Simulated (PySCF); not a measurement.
## XPS shifts beside NMR shieldings

Compound: C₄H₁₀OSi.
Atom-mapped SMILES: `[CH2:1]=[CH:2][CH2:3][CH2:4][SiH2:5][OH:6]`

Binding energies: PySCF, delta-SCF UKS SCAN, pcX-2 on the ionised atom, pcseg-1 elsewhere, spin-free X2C. Shieldings: GIAO CAM-B3LYP/pcSseg-2, non-relativistic, same geometry.

```json
{"atom": "C1", "isotropic shielding (ppm)": "57.6"}
{"atom": "C2", "isotropic shielding (ppm)": "23.5"}
{"atom": "C3", "isotropic shielding (ppm)": "152.3"}
{"atom": "C4", "isotropic shielding (ppm)": "161.6"}
```

What are the C 1s binding energies of these atoms?

```json
{"atom": "C1", "environment": "terminal =CH2 carbon", "C 1s (eV)": "290.09", "isotropic shielding (ppm)": "57.6"}
{"atom": "C4", "environment": "sp3 carbon bound to silicon", "C 1s (eV)": "290.12", "isotropic shielding (ppm)": "161.6"}
{"atom": "C2", "environment": "alkene CH carbon", "C 1s (eV)": "290.50", "isotropic shielding (ppm)": "23.5"}
{"atom": "C3", "environment": "allylic carbon", "C 1s (eV)": "290.86", "isotropic shielding (ppm)": "152.3"}
```

Among the listed atoms, is the one with the highest binding energy also the least shielded?

No. The highest binding energy is at C3 (290.86 eV, shielding 152.3 ppm), the lowest shielding at C2 (23.5 ppm, 290.50 eV).

By binding energy: C1 ≈ C4 < C2 < C3. By shielding: C2 < C1 < C3 < C4.

The structure is a single PBE0-D3(BJ)/def2-SVP conformer in the gas phase; no vibrational or solvent corrections.

Conformer computed: `[CH2:1]=[CH:2][CH2:3][CH2:4][SiH2:5][OH:6]`: C1–C2–C3–C4 -117°, C2–C3–C4–Si5 -178°, C3–C4–Si5–O6 177°, H–O6–Si5–C4 69°.
